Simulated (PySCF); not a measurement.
## Antimony: a sound run and one with changed settings

Sound run: Sb²⁺ [Kr] 4d10 5s2 5p1, Sb³⁺ [Kr] 4d10 5s2. Calculation: PySCF 2.14, in def2-SVP with the def2 core potential (28 electrons); scalar relativity through the core potential. In the sound run the correlated levels freeze 4s2 4p6 4d10 outside the core potential. The sound run starts from symmetry-adapted Hartree-Fock orbitals and uses a fine grid where one is needed.

Changed run: a valence shell is frozen. This setting is unsound on purpose.

Ionisation energy of Sb²⁺:

| method | sound run (eV) | changed run (eV) |
| --- | --- | --- |
| UHF | 24.113 | 24.113 |
| MP2 | 24.244 | 24.113 |
| SCS-MP2 | 24.227 | 24.113 |
| CCSD | 24.317 | 24.113 |
| CCSD(T) | 24.325 | 24.113 |
| CCSDT | n/a | 24.113 |
| FCI | n/a | 24.113 |

Freezing a valence shell removes pair correlation that changes on ionisation.

For comparison, NIST gives 25.323 eV between the lowest levels.
